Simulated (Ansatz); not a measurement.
`[SH][GeH3]` + `CCN[SiH2]Cl` → `CC[N]([GeH3])[SiH2]Cl` + H₂S  (ligand exchange at a Ge–S bond)

Calculated with Ansatz (gas phase, PBE0-D4/def2-TZVP geometries, no zero-point term in ΔE). CCSD(T)/CBS is the MP2 limit (def2-TZVPP, def2-QZVPP) plus CCSD(T) − MP2 in def2-TZVPP, frozen cores. This one scheme is used for every species. For Ge outer-core shells are correlated without core-valence functions, which leaves a few kJ/mol of doubt a bond. Scalar relativity is left out up to krypton. One conformer a species, not always the lowest.

`[SH][GeH3]`:

```xyz
6

S    -1.466   -0.051   -0.901
Ge    0.386   -0.249    0.315
H    -1.279    1.251   -1.171
H     0.333    0.693    1.527
H     1.624    0.068   -0.538
H     0.402   -1.713    0.768
```

`CCN[SiH2]Cl`:

```xyz
13

C     0.194    1.731    0.251
C    -0.380    0.455    0.840
N     0.344   -0.746    0.460
Si   -0.088   -1.760   -0.830
Cl    0.215   -0.961   -2.723
H     1.229    1.877    0.575
H    -0.382    2.602    0.574
H     0.186    1.694   -0.840
H    -1.419    0.334    0.518
H    -0.409    0.529    1.933
H     1.307   -0.748    0.762
H     0.747   -2.979   -0.759
H    -1.541   -2.028   -0.761
```

`CC[N]([GeH3])[SiH2]Cl`:

Z-matrix (Å, degrees):
```
C
C 1 1.519
H 1 1.093 2 111.4
H 1 1.092 2 110.8 3 -120.1
H 1 1.093 2 110.4 3 119.7
N 2 1.464 1 114.1 3 60.9
H 2 1.097 1 109.7 3 -61.7
H 2 1.096 1 109.4 3 -177.5
Si 6 1.700 2 119.5 1 96.1
Ge 6 1.851 2 116.8 1 -74.0
Cl 9 2.075 6 114.1 2 -77.0
H 9 1.479 6 109.1 2 164.7
H 9 1.482 6 109.5 2 40.2
H 10 1.533 6 107.2 2 -168.0
H 10 1.540 6 111.9 2 71.2
H 10 1.539 6 106.4 2 -48.0
```

H₂S:

```xyz
3

S     0.515   -0.074    0.336
H     0.215   -0.261   -0.958
H    -0.730    0.335    0.622
```

```
                species  CCSD(T)/CBS(def2) energy (Eh)
           `[SH][GeH3]`                    -2476.30083
          `CCN[SiH2]Cl`                     -884.55705
`CC[N]([GeH3])[SiH2]Cl`                    -2961.87329
                    H₂S                     -398.97279
```

(1) Work out ΔE.

Largest T1 diagnostic among the species: 0.011.

Results:

(1) ΔE = (-2961.87329) + (-398.97279) − (-2476.30083) − (-884.55705) = 0.01180 Eh = +31.0 kJ/mol.

Leaving LDA and LC-ωPBE aside and taking each functional with its dispersion term where it has one, the values, not all of them listed here, spread over 7.8 kJ/mol, from BLYP-D4 to HSE06-D4. LDA lies −11.7 kJ/mol from PBE without D4. In def2-TZVPP, CCSD(T) changes the Hartree–Fock value by −21.0 kJ/mol (the triples alone add −2.7 kJ/mol) and MP2 by −22.1 kJ/mol. The D4 term adds −13.5 kJ/mol with B3LYP and −7.8 kJ/mol with PBE0; it sums over pairs of atoms, weighted by their polarisabilities, and B3LYP, whose exchange is more repulsive, gets the larger term.

B3LYP here is the variant with VWN-RPA as its local correlation; programs differ in this.
